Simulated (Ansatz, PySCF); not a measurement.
Species: C2HO, charge 0, doublet. C2HO (SMILES C#C[O], doublet).
B3LYP-D3(BJ)/def2-TZVP minimum from Ansatz (a quantum-chemistry and plane-wave program):
```
C
O 1 1.1710
C 1 1.2878 2 170.77
H 3 1.0711 1 137.10 2 180.00
```
Charge 0, spin multiplicity 2.

Total energies in hartree (Ansatz). UHF or UKS for unpaired electrons; spin-orbit terms are left out. Correlated methods leave the cores frozen. No relativity. Where a partner has so few electrons that a lower coupled-cluster level is exact, that level stands in. The UHF reference of C2HO (C#C[O], doublet) is spin-contaminated (<S^2> up to 0.07 over the pure value in the sets run).

```csv
species,HF/cc-pVTZ,CCSD(T)/cc-pVTZ,HF/cc-pVQZ,CCSD(T)/cc-pVQZ,CCSDT(Q)/cc-pVTZ
"1: C2HO (SMILES C#C[O], doublet)",-151.14021,-151.68058,-151.15105,-151.72440,-151.68342
2: C (triplet),-37.69157,-37.78076,-37.69331,-37.78654,-37.78126
3: O (triplet),-74.81176,-74.97396,-74.81729,-74.99357,-74.97430
4: H (doublet),-0.49981,-0.49981,-0.49995,-0.49995,-0.49981
```

Task: Work out the enthalpy of formation at 298 K (by atomisation, with ideal-gas terms from PySCF's Hessian at B3LYP-D3(BJ)/def2-TZVP and the atoms' measured values of the G2/97 table; no spin-orbit terms) in kcal/mol: take Hartree-Fock from cc-pVQZ, extrapolate the CCSD(T) correlation energy as X^-3 (X = 3, 4), and add CCSDT(Q) - CCSD(T) in cc-pVTZ. The further terms named in the bracket sum to +0.73718 hartree. 1 hartree = 627.51 kcal/mol.

Result: 
Species 1: correlation (64·(-0.57335) - 27·(-0.54037))/37 = -0.59742; step -0.00284; E1 = -151.15105 + (-0.59742) + (-0.00284) = -151.75131
Species 2: correlation (64·(-0.09323) - 27·(-0.08919))/37 = -0.09618; step -0.00050; E2 = -37.69331 + (-0.09618) + (-0.00050) = -37.78999
Species 3: correlation (64·(-0.17628) - 27·(-0.16220))/37 = -0.18655; step -0.00034; E3 = -74.81729 + (-0.18655) + (-0.00034) = -75.00418
Species 4: correlation (64·(0.00000) - 27·(0.00000))/37 = 0.00000; step +0.00000; E4 = -0.49995 + (0.00000) + (+0.00000) = -0.49995
+1·E1 -2·E2 -1·E3 -1·E4 +0.73718 = 0.06998 hartree = 43.9 kcal/mol. Measured: 42.5 kcal/mol, 178.0 kJ/mol (Active Thermochemical Tables 1.112 (ions: stationary electron), as tabulated in the package chemicals); atomic spin-orbit terms, which the calculations lack, would raise the computed values. The composite differs from it by +1.4 kcal/mol; core, relativistic and spin-orbit terms are not in it.
